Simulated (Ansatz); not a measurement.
Cost and result for the atomization energy of C$_{4}$H$_{14}$NOSbSi (`CC[O][Sb]([SiH3])[N](C)C`) (22 atoms, 21 bonds).

```xyz
22

C     2.899   -1.358    1.074
C     1.590   -1.554    0.349
O     0.570   -0.888    1.063
Sb   -1.262   -0.940    0.316
Si   -1.903    0.766    2.172
N    -0.883    0.322   -1.205
C    -0.318    1.629   -1.001
C    -1.570    0.162   -2.459
H     3.140   -0.296    1.144
H     2.840   -1.763    2.086
H     3.711   -1.863    0.544
H     1.664   -1.157   -0.674
H     1.366   -2.629    0.262
H    -2.013    0.052    3.473
H    -3.229    1.373    1.862
H    -0.889    1.846    2.289
H    -1.082    2.422   -0.952
H     0.362    1.881   -1.826
H     0.265    1.653   -0.079
H    -1.958   -0.855   -2.560
H    -2.417    0.857   -2.577
H    -0.885    0.340   -3.300
```

The species carries charge 0 and has multiplicity 1. Correlated methods include outer-core shells of Sb, which these sets cover unevenly. Sb takes the def2 core potential. The structure was optimised at the PBE0-D4/def2-TZVP level. It is one conformer, not always the lowest. Program: Ansatz. All runs use 4 threads of an AMD EPYC 7R13 on a shared host and a share of an NVIDIA H100 80 GB. Times are those of one run each, without the atoms' runs, and a repeat can differ threefold. Electronic energies, without spin–orbit coupling; frozen cores. CCSD(T)/CBS adds CCSD(T) − MP2 in def2-TZVPP to the MP2 limit, and its time is that of the two runs behind it. T1 = 0.014. With those shells the extrapolation isn't a true limit. B3LYP takes the VWN-RPA correlation (the form of Gaussian; ORCA's B3LYP/G). HSE06 is the plane-wave form, built on full-range PBE exchange.

CCSD(T)/CBS is a level of theory with its own doubt, some kJ/mol a heavy atom from the limit and from the frozen cores, so smaller differences don't rank the functionals.

```
                            level  functions  wall time  atomization (kJ/mol)  difference from CCSD(T)/CBS  per bond
           LDA (SPW92)/def2-TZVPP        474      2.2 s                8948.7                       1119.0      53.3
               BLYP-D4/def2-TZVPP        474      2.7 s                7837.9                          8.2       0.4
                B97M-V/def2-TZVPP        474      3.8 s                7843.1                         13.4       0.6
              BHLYP-D4/def2-TZVPP        474      4.5 s                7626.0                       -203.7      -9.7
                B2PLYP/def2-TZVPP        474      4.6 s                7724.7                       -105.0      -5.0
              HSE06-D4/def2-TZVPP        474      4.9 s                7825.9                         -3.8      -0.2
                 CCSD(T)/def2-SVP        198      5.5 s                7354.6                       -475.1     -22.6
              PBE-QIDH/def2-TZVPP        474        6 s                7736.3                        -93.4      -4.4
B3LYP-D4/def2-TZVPP (with forces)        474        7 s                7846.4                         16.7       0.8
                   MP2/def2-QZVPP        914        8 s                7794.0                        -35.7      -1.7
               ωB97X-V/def2-TZVPP        474       18 s                7860.3                         30.6       1.5
               CCSD(T)/def2-TZVPP        474       57 s                7611.4                       -218.3     -10.4
                CCSD(T)/CBS(def2)          –       65 s                7829.7                          0.0       0.0
```

In def2-TZVPP, CCSD(T) changes the Hartree–Fock value by +2036.3 kJ/mol (the triples alone add +116.2 kJ/mol) and MP2 by +2088.4 kJ/mol; breaking electron pairs costs correlation energy, which Hartree–Fock lacks. The D4 term adds +94.1 kJ/mol with B3LYP and +51.1 kJ/mol with PBE0; it sums over pairs of atoms, weighted by their polarisabilities, and B3LYP, whose exchange is more repulsive, gets the larger term. From BLYP to BHLYP (50 % exact exchange), in def2-TZVPP and without D4, the atomization energy moves by −161.7 kJ/mol: exact exchange takes away binding that semilocal exchange gives to molecules.
